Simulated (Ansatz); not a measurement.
C2H13GeInSi2Zn, SMILES `C[C]([SiH3])([ZnH])[GeH2][SiH2][InH2]`. Total charge 0; spin multiplicity 1. In: def2 effective core potential. All single points use the PBE0-D4/def2-TZVP geometry. It is one conformer, not always the lowest.

```xyz
20

C     0.053   -2.489   -0.347
C     0.130   -0.972   -0.072
Si   -0.446   -0.610    1.632
Zn    2.019   -0.310   -0.243
Ge   -0.970   -0.022   -1.402
Si   -0.853    2.343   -1.047
In    0.694    2.499    0.980
H     0.641   -3.070    0.371
H    -0.976   -2.871   -0.301
H     0.435   -2.738   -1.341
H     0.400   -1.221    2.694
H    -1.873   -0.930    1.929
H    -0.379    0.888    1.938
H     3.495   -0.414   -0.713
H    -0.438   -0.385   -2.807
H    -2.430   -0.535   -1.322
H    -0.248    3.014   -2.232
H    -2.197    2.937   -0.812
H     2.097    1.404    0.720
H     0.845    3.483    2.375
```

Problem. What is the dipole moment at ωB97M-V/def2-TZVPP? (Best estimate.)

Solution. The calculation gave: 1.32 D, with components (-1.06, 0.42, 0.66) D in this frame, pointing from negative to positive charge.

Problem. And with PBE, r2SCAN, B3LYP? (Estimate.)

Solution. The calculation gave: PBE 1.15 D, r2SCAN 1.22 D, B3LYP 1.27 D.

Problem. Give the Mulliken charges with ωB97M-V, PBE, r2SCAN in def2-TZVPP. (Best estimate.)

Solution. Computed: 
| atom | ωB97M-V | PBE | r2SCAN |
| --- | --- | --- | --- |
| C1 | -0.39 | -0.33 | -0.24 |
| C2 | -0.27 | 0.07 | -0.01 |
| Si3 | 0.17 | 0.14 | 0.23 |
| Zn4 | 0.19 | 0.01 | 0.13 |
| Ge5 | -0.01 | 0.07 | 0.05 |
| Si6 | -0.01 | -0.10 | -0.03 |
| In7 | 0.25 | 0.40 | 0.42 |
| H8 | 0.13 | 0.10 | 0.07 |
| H9 | 0.13 | 0.10 | 0.07 |
| H10 | 0.14 | 0.11 | 0.07 |
| H11 | 0.00 | -0.04 | -0.05 |
| H12 | -0.01 | -0.05 | -0.06 |
| H13 | -0.07 | -0.06 | -0.11 |
| H14 | -0.12 | -0.12 | -0.15 |
| H15 | 0.04 | -0.01 | 0.00 |
| H16 | 0.02 | -0.02 | -0.01 |
| H17 | 0.00 | -0.03 | -0.05 |
| H18 | 0.00 | -0.04 | -0.06 |
| H19 | -0.13 | -0.12 | -0.16 |
| H20 | -0.07 | -0.10 | -0.11 |

B3LYP here is the variant with VWN-RPA as its local correlation; programs differ in this.
